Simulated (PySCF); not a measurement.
A GIAO shielding run with PySCF (density fitting, non-relativistic, gas phase) on SMILES CCCC[SiH2]C(Cl)Cl, C$_{5}$H$_{12}$Cl$_{2}$Si:

```
$ OMP_NUM_THREADS=1 python probes_run.py task.json out

{"job": {"kind": "nmr", "xc": "PBE0", "basis": "pcSseg-1"}, "charge": 0, "multiplicity": 1}
C     -3.356849     0.029556    -0.125799
C     -2.011130     0.348247     0.513827
C     -0.846492    -0.160246    -0.333204
C      0.506448     0.155200     0.302370
Si     1.961105    -0.470001    -0.735055
C      3.585896     0.000203     0.190075
Cl     3.682892     1.762887     0.369083
Cl     3.606401    -0.766308     1.790270
H     -3.476604    -1.045006    -0.245618
H     -4.172916     0.398904     0.490497
H     -3.431130     0.493535    -1.106871
H     -1.917364     1.428719     0.643774
H     -1.962134    -0.109031     1.504563
H     -0.943144    -1.239468    -0.466819
H     -0.897118     0.293669    -1.324839
H      0.542444    -0.289557     1.299888
H      0.588412     1.235597     0.444133
H      1.987054    -1.929341    -0.857404
H      2.050124     0.183200    -2.043099
H      4.498956    -0.310079    -0.312807
```

Hardware: 1 thread of an Arm Neoverse V1, shared host. The job also computes population analyses, field gradients.

(1) How large is the calculation?

(2) How long does it take, and how much memory does it need?

Answers

(1) 90 electrons, 217 basis functions and 1194 auxiliary functions.

(2) 50 s of wall time, with 13 SCF cycles and 5 response iterations; peak memory 0.97 GiB. Times on a shared host scatter by some tens of per cent.
